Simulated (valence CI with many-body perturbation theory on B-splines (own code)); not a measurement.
# Level structure of Mn XX

Computed by relativistic CI+MBPT: four valence electrons over a frozen Dirac-Fock core [He], a basis of 11 s, 11 p, 9 d, 7 f, 5 g, 2 h, 1 i functions for each j, with the one-electron correlation potential Σ1, the two-electron term Σ2, the three-electron term Σ3, Breit, model QED; selected CI, second order for the rest (own B-spline code, finite nucleus).

No measured levels were compared; by estimate levels of excited configurations hold to 0.05 to 0.15 % of their energy, terms of the ground configuration to about 0.5 %.

Levels 1 to 45 of 108, with energies above the lowest level, 2s²2p² ³P_0. "Leading %" is the weight of the configuration and term that name the level; weights of strongly mixed levels are sums over their largest components and can fall short. In the jj column 3d3/2^4 stands for four electrons in 3d with j = 3/2. Lifetimes count E1, E2, E3, M1 and M2 decay at the calculated energies, and are blank where another channel may lead or the interval is too uncertain; long ones can be off by a factor of two.

```
No.  Configuration  Term  J  E (Ry)  Leading %  Lifetime                Leading jj
  1         2s²2p²    ³P  0   0.000         91                 2s^2 2p1/2^2 (89 %)
  2         2s²2p²    ³P  1   0.544         99    284 μs   2s^2 2p1/2 2p3/2 (99 %)
  3         2s²2p²    ³P  2   0.901         79   1.54 ms   2s^2 2p1/2 2p3/2 (77 %)
  4         2s²2p²    ¹D  2   1.937         79   51.9 μs       2s^2 2p3/2^2 (77 %)
  5         2s²2p²    ¹S  0   3.039         88   10.9 μs       2s^2 2p3/2^2 (87 %)
  6          2s2p³   ⁵S°  2   4.037         97   21.2 ns   2s 2p1/2 2p3/2^2 (51 %)
  7          2s2p³   ³D°  2   6.586         84    119 ps   2s 2p1/2 2p3/2^2 (61 %)
  8          2s2p³   ³D°  1   6.591         87   91.9 ps   2s 2p1/2^2 2p3/2 (54 %)
  9          2s2p³   ³D°  3   6.771        100    153 ps  2s 2p1/2 2p3/2^2 (100 %)
 10          2s2p³   ³P°  0   7.750        100   50.3 ps  2s 2p1/2 2p3/2^2 (100 %)
 11          2s2p³   ³P°  1   7.811         86   48.3 ps   2s 2p1/2 2p3/2^2 (73 %)
 12          2s2p³   ³P°  2   7.937         77   54.0 ps         2s 2p3/2^3 (58 %)
 13          2s2p³   ³S°  1   9.350         82   11.0 ps   2s 2p1/2 2p3/2^2 (64 %)
 14          2s2p³   ¹D°  2   9.562         94   20.2 ps   2s 2p1/2 2p3/2^2 (69 %)
 15          2s2p³   ¹P°  1  10.691         83   12.3 ps         2s 2p3/2^3 (64 %)
 16            2p⁴    ³P  2  14.089         90   17.8 ps    2p1/2^2 2p3/2^2 (89 %)
 17            2p⁴    ³P  1  14.799         99   15.5 ps      2p1/2 2p3/2^3 (99 %)
 18            2p⁴    ³P  0  14.801         88   15.5 ps    2p1/2^2 2p3/2^2 (65 %)
 19            2p⁴    ¹D  2  15.480         90   24.1 ps      2p1/2 2p3/2^3 (90 %)
 20            2p⁴    ¹S  0  17.439         86   12.9 ps            2p3/2^4 (64 %)
 21        2s²2p3s   ³P°  0  63.667         96    561 fs      2s^2 2p1/2 3s (96 %)
 22        2s²2p3s   ³P°  1  63.741         75    478 fs      2s^2 2p1/2 3s (95 %)
 23        2s²2p3s   ³P°  2  64.563         96    528 fs      2s^2 2p3/2 3s (96 %)
 24        2s²2p3s   ¹P°  1  64.769         76    352 fs      2s^2 2p3/2 3s (95 %)
 25        2s²2p3p    ³D  1  65.214         64   24.6 ps   2s^2 2p1/2 3p1/2 (96 %)
 26        2s²2p3p    ³P  1  65.662         26   8.20 ps   2s^2 2p1/2 3p3/2 (86 %)
 27        2s²2p3p    ³D  2  65.686         82   17.4 ps   2s^2 2p1/2 3p3/2 (82 %)
 28        2s²2p3p    ³P  0  65.830         82   4.06 ps   2s^2 2p1/2 3p1/2 (83 %)
 29        2s²2p3p    ³P  1  66.313         40   6.12 ps   2s^2 2p3/2 3p3/2 (47 %)
 30        2s²2p3p    ³D  3  66.387         96   21.7 ps   2s^2 2p3/2 3p3/2 (96 %)
 31        2s²2p3p    ³S  1  66.493         62   6.24 ps   2s^2 2p3/2 3p1/2 (49 %)
 32        2s²2p3p    ³P  2  66.528         66   4.79 ps   2s^2 2p3/2 3p1/2 (63 %)
 33        2s²2p3p    ¹D  2  67.040         76   7.51 ps   2s^2 2p3/2 3p3/2 (70 %)
 34        2s2p²3s    ⁵P  1  67.226         95    747 fs      2s 2p1/2^2 3s (53 %)
 35        2s²2p3d   ³F°  2  67.237         74    489 fs   2s^2 2p1/2 3d3/2 (97 %)
 36        2s²2p3d   ³F°  3  67.538         76    206 fs   2s^2 2p1/2 3d5/2 (83 %)
 37        2s²2p3p    ¹S  0  67.581         81   2.28 ps   2s^2 2p3/2 3p3/2 (73 %)
 38        2s²2p3d   ³P°  2  67.597         32   86.2 fs   2s^2 2p1/2 3d5/2 (90 %)
 39        2s2p²3s    ⁵P  2  67.609         97    720 fs  2s 2p1/2 2p3/2 3s (89 %)
 40        2s²2p3d   ³D°  1  67.757         66   53.0 fs   2s^2 2p1/2 3d3/2 (91 %)
 41        2s2p²3s    ⁵P  3  67.995         95    664 fs  2s 2p1/2 2p3/2 3s (52 %)
 42        2s2p²3s    ³P  0  68.098         79    502 fs      2s 2p1/2^2 3s (51 %)
 43        2s²2p3d   ³F°  4  68.181         97    729 ps   2s^2 2p3/2 3d5/2 (97 %)
 44        2s²2p3d   ¹D°  2  68.249         43   94.0 fs   2s^2 2p3/2 3d3/2 (55 %)
 45        2s2p²3s    ³P  1  68.401         89    426 fs  2s 2p1/2 2p3/2 3s (81 %)
```

Names give the largest LS component (configuration and term), which can be under half, so a name can repeat, a term be missing and a line seem to break the LS rules; names also repeat where a configuration has a term twice.

The ionisation energy to 2s²2p ²P°1/2 of the next ion comes out as 1539 eV (NIST: 1537.2 ± 0.8 eV (semi-empirical)). All 108 levels together are meant to be complete up to 72.588 Ry.
